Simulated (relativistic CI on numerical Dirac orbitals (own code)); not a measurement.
V2+: K-alpha X-ray emission

Computed with this model: Dirac-Coulomb-Breit CI, separate exchange-only KLI orbitals for each configuration, a model potential for QED, valence Slater integrals scaled by 0.9, multiplet model of X-ray emission after core ionisation; configurations [Ar] 3d3 → 1s 2s2 2p6 3s2 3p6 3d3 → [He] 2s2 2p5 3s2 3p6 3d3; 300 K; Lorentzian 1.8 eV and Gaussian 0.6 eV FWHM. Energies are those of the free ion, without screening or charge transfer. S is read from ⟨S²⟩ = S(S + 1).

Field parameters in Wybourne normalisation: D3d B²₀ = −7Dσ, B⁴₀ = −14Dq − 21Dτ, B⁴₃ = −14√(10/7) Dq. The field is a parameter set, without covalency.

Computed curve for free ion, scaled to 100 at the maximum (points under 2 are left out and the grid is thinned):

| Energy (eV) | Intensity |
| --- | --- |
| 4936.2 | 2.0 |
| 4936.6 | 2.3 |
| 4937.0 | 2.7 |
| 4937.4 | 3.2 |
| 4937.8 | 3.8 |
| 4938.2 | 4.7 |
| 4938.6 | 5.8 |
| 4939.0 | 7.3 |
| 4939.4 | 9.1 |
| 4939.8 | 11.0 |
| 4940.2 | 12.7 |
| 4940.6 | 14.5 |
| 4941.0 | 16.7 |
| 4941.4 | 19.8 |
| 4941.8 | 24.4 |
| 4942.2 | 30.0 |
| 4942.6 | 34.8 |
| 4943.0 | 38.3 |
| 4943.4 | 40.5 |
| 4943.8 | 39.6 |
| 4944.2 | 35.2 |
| 4944.6 | 29.2 |
| 4945.0 | 23.7 |
| 4945.4 | 20.3 |
| 4945.8 | 18.8 |
| 4946.2 | 18.7 |
| 4946.6 | 19.2 |
| 4947.0 | 20.6 |
| 4947.4 | 23.0 |
| 4947.8 | 26.0 |
| 4948.0 | 27.3 |
| 4948.4 | 28.9 |
| 4948.8 | 29.9 |
| 4949.2 | 32.7 |
| 4949.6 | 39.4 |
| 4950.0 | 51.5 |
| 4950.4 | 69.2 |
| 4950.8 | 87.5 |
| 4951.2 | 98.3 |
| 4951.6 | 99.8 |
| 4952.0 | 93.6 |
| 4952.4 | 77.7 |
| 4952.8 | 56.4 |
| 4953.2 | 38.5 |
| 4953.6 | 26.5 |
| 4954.0 | 19.1 |
| 4954.4 | 14.3 |
| 4954.8 | 11.1 |
| 4955.2 | 8.9 |
| 4955.6 | 7.3 |
| 4956.0 | 6.1 |
| 4956.4 | 5.2 |
| 4956.8 | 4.5 |
| 4957.2 | 3.9 |
| 4957.6 | 3.4 |
| 4958.0 | 3.0 |
| 4958.4 | 2.7 |
| 4958.8 | 2.4 |
| 4959.2 | 2.2 |
| 4959.6 | 2.0 |

The ground state has S = 1.50, and the centroid lies at 4948.61 eV.
